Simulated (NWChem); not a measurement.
System: C2H3Cl3; SMILES CC(Cl)(Cl)Cl

NWChem printed, in part:

```
             Northwest Computational Chemistry Package (NWChem) 7.3.0
             --------------------------------------------------------

 C3  symmetry detected

                             Geometry "geometry" -> ""
                             -------------------------

 Output coordinates in angstroms (scale by  1.889725989 to convert to a.u.)

  No.       Tag          Charge          X              Y              Z
 ---- ---------------- ---------- -------------- -------------- --------------
    1 C                    6.0000     0.00000000     0.00000000     1.75893664
    2 C                    6.0000     0.00000000     0.00000000     0.24907664
    3 Cl                  17.0000    -0.16510266     1.66703924    -0.36120836
    4 Cl                  17.0000    -1.36114700    -0.97650272    -0.36120836
    5 Cl                  17.0000     1.52624966    -0.69053652    -0.36120836
    6 H                    1.0000     0.84171089     0.60399457     2.12451564
    7 H                    1.0000     0.10221920    -1.03094030     2.12451564
    8 H                    1.0000    -0.94393008     0.42694573     2.12451564

 Effective nuclear repulsion energy (a.u.)     361.5375725179

      Symmetry information
      --------------------

 Group name             C3
 Group number              5
 Group order               3
 No. of unique centers     4

                                Z-matrix (autoz)
                                --------

 Units are Angstrom for bonds and degrees for angles

[...]

      ----------------------
      Optimization converged
      ----------------------

  Step       Energy      Delta E   Gmax     Grms     Xrms     Xmax
  ---- ---------------- -------- -------- -------- -------- --------
@    4   -1458.58756881 -1.5D-07  0.00004  0.00001  0.00015  0.00028
                                     ok       ok       ok       ok

                                Z-matrix (autoz)
                                --------

 Units are Angstrom for bonds and degrees for angles

[...]

 Rotational Constants
 --------------------
 A=   0.077197 cm-1  (  0.111067 K)
 B=   0.077197 cm-1  (  0.111067 K)
 C=   0.055245 cm-1  (  0.079484 K)

 Temperature                      =   298.15K
 frequency scaling parameter      =   1.0000

 Zero-Point correction to Energy  =   29.887 kcal/mol  (  0.047627 au)
 Thermal correction to Energy     =   33.571 kcal/mol  (  0.053499 au)
 Thermal correction to Enthalpy   =   34.163 kcal/mol  (  0.054443 au)

 Total Entropy                    =   76.310 cal/mol-K
   - Translational                =   40.526 cal/mol-K (mol. weight = 131.9300)
   - Rotational                   =   25.790 cal/mol-K (symmetry #  =        3)
   - Vibrational                  =    9.994 cal/mol-K

 Cv (constant volume heat capacity) =   19.891 cal/mol-K
   - Translational                  =    2.979 cal/mol-K
   - Rotational                     =    2.979 cal/mol-K
   - Vibrational                    =   13.932 cal/mol-K

[normal modes left out]

 ----------------------------------------------------------------------------
 Normal Eigenvalue ||           Projected Infra Red Intensities
  Mode   [cm**-1]  || [atomic units] [(debye/angs)**2] [(KM/mol)] [arbitrary]
 ------ ---------- || -------------- ----------------- ---------- -----------
    1       -0.000 ||    0.000528           0.012         0.514       0.258
    2       -0.000 ||    0.000001           0.000         0.001       0.001
    3       -0.000 ||    0.000011           0.000         0.010       0.005
    4       -0.000 ||    0.000011           0.000         0.011       0.005
    5        0.000 ||    0.000518           0.012         0.505       0.254
    6        0.000 ||    0.000500           0.012         0.488       0.245
    7      240.163 ||    0.000183           0.004         0.178       0.090
    8      240.192 ||    0.000183           0.004         0.178       0.090
    9      309.786 ||    0.000000           0.000         0.000       0.000
   10      345.166 ||    0.002021           0.047         1.970       0.989
   11      345.184 ||    0.002022           0.047         1.971       0.990
   12      346.051 ||    0.001622           0.037         1.581       0.794
   13      519.035 ||    0.013906           0.321        13.556       6.805
   14      689.489 ||    0.149513           3.449       145.753      73.167
   15      689.492 ||    0.149512           3.449       145.752      73.167
   16     1079.151 ||    0.022561           0.520        21.993      11.041
   17     1118.227 ||    0.062122           1.433        60.559      30.400
   18     1118.236 ||    0.062120           1.433        60.557      30.399
   19     1442.698 ||    0.007414           0.171         7.227       3.628
   20     1508.397 ||    0.003274           0.076         3.192       1.602
   21     1508.402 ||    0.003274           0.076         3.192       1.602
   22     3081.696 ||    0.002348           0.054         2.289       1.149
   23     3167.315 ||    0.003392           0.078         3.306       1.660
   24     3167.315 ||    0.003392           0.078         3.306       1.660
 ----------------------------------------------------------------------------
```

Level: B3LYP/6-31G* (spherical d). 

### Question
Write an input that gives this output.

### Answer
One answer among several that fit: the input that was run:
```
start job
memory heap 200 mb stack 900 mb global 1100 mb
geometry units angstroms
  C      0.000000     0.000000     1.765938
  C      0.000000     0.000000     0.256078
  Cl    -1.442823     0.851200    -0.354207
  Cl    -0.015749    -1.675121    -0.354207
  Cl     1.458572     0.823921    -0.354207
  H      0.009625     1.035951     2.131517
  H      0.892347    -0.526311     2.131517
  H     -0.901972    -0.509640     2.131517
end
basis spherical
  * library 6-31g*
end
dft
  xc b3lyp
  iterations 150
end
driver
  maxiter 120
end
task dft optimize
task dft freq
```
